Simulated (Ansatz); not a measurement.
One change: `NB(O)F` becomes `C#CB(O)F`.

Ansatz, PBE0-D4/def2-TZVP geometries, multiplicity 1. Each molecule was computed in one conformer, which needn't be the lowest.

```csv
property,`NB(O)F`
HOMO–LUMO gap (PBE0/def2-TZVPP) / eV,8.52
size of the dipole moment (ωB97M-V/def2-TZVPP) / D,3.58
"ideal-gas entropy at 298 K and 1 bar (rigid rotor, harmonic PBE0-D4/def2-TZVP) / J/(mol·K)",283
LUMO energy (PBE/def2-TZVPP) / eV,-0.42
LUMO energy (PBE0/def2-TZVPP) / eV,0.40
HOMO–LUMO gap (PBE/def2-TZVPP) / eV,6.17
```

Problem. What does the change do to each property? (An estimate is asked.)

Solution. Computed: 
| property | `C#CB(O)F` | shift |
| --- | --- | --- |
| HOMO–LUMO gap (PBE0/def2-TZVPP) / eV | 7.67 | -0.85 |
| size of the dipole moment (ωB97M-V/def2-TZVPP) / D | 2.90 | -0.68 |
| ideal-gas entropy at 298 K and 1 bar (rigid rotor, harmonic PBE0-D4/def2-TZVP) / J/(mol·K) | 301 | 18 |
| LUMO energy (PBE/def2-TZVPP) / eV | -1.96 | -1.54 |
| LUMO energy (PBE0/def2-TZVPP) / eV | -1.02 | -1.42 |
| HOMO–LUMO gap (PBE/def2-TZVPP) / eV | 5.42 | -0.75 |

With PBE0 the HOMO falls by 0.57 eV and the LUMO falls by 1.42 eV, so the gap narrows by about 0.85 eV. PBE moves the HOMO by -0.80 eV and ωB97M-V by -0.45 eV. Dipoles are sizes alone; their direction can turn.
